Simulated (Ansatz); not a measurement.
`F[SiH](F)S` + NH₃ → `N[SiH](F)F` + H₂S at 600 K and 1 bar (ligand exchange at the Si–S bond).

Gas-phase electronic energies from Ansatz, PBE0-D4/def2-TZVP geometries. CBS: MP2 limit from def2 TZ/QZ plus the TZ coupled-cluster correction, frozen cores. This one scheme is used for every species. One conformer a species, not always the lowest.

```
     species  CCSD(T)/CBS energy (Eh)  H − E (kJ/mol)  S (J/(mol·K))
`F[SiH](F)S`               -887.80771           109.3          379.0
         NH₃                -56.50880           112.4          219.5
`N[SiH](F)F`               -545.34917           153.9          375.0
         H₂S               -398.97279            60.8          230.9
```

H − E and S are ideal-gas, rigid-rotor, harmonic terms from PBE0-D4/def2-TZVP, for one conformer and one mirror image of each species. 1 Eh = 2625.50 kJ/mol, R = 8.31446 J/(mol·K).

**Question.** By hand: ΔE, ΔH, ΔS and ΔG.

**Answer.** ΔE = (-545.34917) + (-398.97279) − (-887.80771) − (-56.50880) = -0.00545 Eh = -14.3 kJ/mol. Δ(H − E) = 153.9 + 60.8 − 109.3 − 112.4 = -7.0, so ΔH = -21.3 kJ/mol. ΔS = 375.0 + 230.9 − 379.0 − 219.5 = 7.4 J/(mol·K). ΔG = -21.3 − 600 × (7.4)/1000 = -25.7 kJ/mol.

**Question.** By hand: the equilibrium constant, and the temperature at which ΔG would vanish if ΔH and ΔS stayed fixed.

**Answer.** log₁₀ K = −ΔG/(RT ln 10) = 2.2. ΔH and −TΔS have one sign here, so there is no such temperature.

The number of gas molecules stays the same, so ΔS is small and ΔH decides. A doubt of 5 kJ/mol in ΔE shifts log₁₀ K by 0.4 here. Other conformers and mirror images would add mixing entropy, several J/(mol·K) or more a flexible species. These are equilibria of isolated gas molecules and say nothing of rates. Largest T1 diagnostic: 0.012 (customary marks: 0.02 for closed shells, 0.045 for open ones).

ΔS is within the doubt of such terms, so its sign, and with it that verdict, could turn.
